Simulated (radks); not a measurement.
Initial-state core-level shifts of the nickel ion Ni+ when its valence configuration changes from [Ar] 3d9. Calculated with a radial shooting solver on a logarithmic mesh with Libxc functionals: scalar-relativistic Kohn-Sham, LDA (Slater exchange, Perdew-Wang correlation), spin-polarised, spherical densities, finite nucleus; open shells are filled with parallel spins first; Fermi nuclear charge, rms radius 3.7757 fm. Shifts are changes of the shell-averaged eigenvalues in eV (positive: less bound); the change of the density at the nucleus, which sets a Mossbauer isomer shift, is in e/bohr^3, on a base of 1.966e+04.

| valence | 1s | 2p | 3s | 3p | density at nucleus |
|---|---|---|---|---|---|
| 3d8.5 4s0.5 | -2.652 | -2.921 | -2.692 | -2.625 | +5.171 |
| 3d7 4s2 | -12.755 | -14.076 | -12.515 | -12.193 | +25.502 |
| 3d8 4s1 | -5.615 | -6.197 | -5.641 | -5.497 | +11.198 |
| 3d8 4p1 | -7.226 | -7.720 | -7.256 | -7.113 | +1.358 |
| 3d7 4s1.5 4p0.5 | -13.477 | -14.780 | -13.231 | -12.904 | +20.502 |
| 3d8.5 4p0.5 | -3.474 | -3.691 | -3.518 | -3.453 | +0.573 |
| 3d7 4s0.5 4p1.5 | -14.830 | -16.087 | -14.591 | -14.257 | +9.547 |
| 3d6 4s1 4p2 | -23.551 | -25.779 | -22.638 | -22.081 | +20.572 |
| 3d5 4s0.5 4p3.5 | -34.919 | -38.255 | -32.805 | -32.004 | +18.989 |
